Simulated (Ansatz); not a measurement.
Relaxed structures of C₂H₃Te (charge -1), singlet (PBE0-D4/def2-TZVPD; forces vanish, vibrations not checked; lower isomers may exist, and structures with a doubtful reference or unclear bonds are left out; Å). Program: Ansatz 0.2.0. Basis: def2-TZVPPD. Cores are frozen in the correlated methods. Filled d shells of the heavier atoms are correlated. Core potentials replace the inner electrons of the atoms past krypton. The def2 sets are not built for correlating such inner shells, so the correlated values are less sure here.

Question: Rank them by CCSD(T) energy, lowest first, and give each one's height above the lowest. Links in brackets join atoms within 1.22 times the sum of their covalent radii (1.1 for two metals). (Judge from chemistry; the value comes from the calculation.)
A.
C₂H₃Te ([CH]1[CH2][Te]1), total charge -1
```
6
angstrom
C -0.2513 -0.7933 -0.6227
C -0.0809 0.5362 -0.1129
Te 1.5783 -0.6862 0.7611
H -0.9615 -1.3186 0.0384
H 0.4287 1.2769 -0.7282
H -0.7133 0.9849 0.6643
```
B.
C₂H₃Te ([CH2][C][TeH]), total charge -1
```
6
angstrom
C 0.9134 -0.2423 0.5340
C 0.1994 0.8797 0.3679
Te 0.0894 -2.0451 -0.2321
H -1.4144 -1.6763 -0.9522
H -0.7766 0.9871 -0.1238
H 0.6111 1.8176 0.7577
```
C.
C₂H₃Te ([CH2][CH][Te]), total charge -1
```
6
angstrom
C -0.4780 -0.7137 -0.7754
C 0.4179 0.1291 -0.2514
Te 1.6470 -0.1546 1.4236
H -0.6596 -1.6943 -0.3441
H 0.5430 1.0948 -0.7412
H -1.0586 -0.4432 -1.6573
```

Answer: The calculation gives: C (0.00 kcal/mol), A (43.78 kcal/mol), B (51.07 kcal/mol). Heights count from the lowest.

T1 diagnostic: at most 0.017.

For scale, one of the runs: CCSD(T)/def2-TZVPPD, 184 basis functions, launched by `ansatz run in.yaml --threads 2 --pin off --events-out ev --progress --plain --max-ram 4352MiB`. The run took 100 s on 2 CPU threads of an Arm Neoverse V1 (shared host), with 2.1 GiB of host memory at its peak.
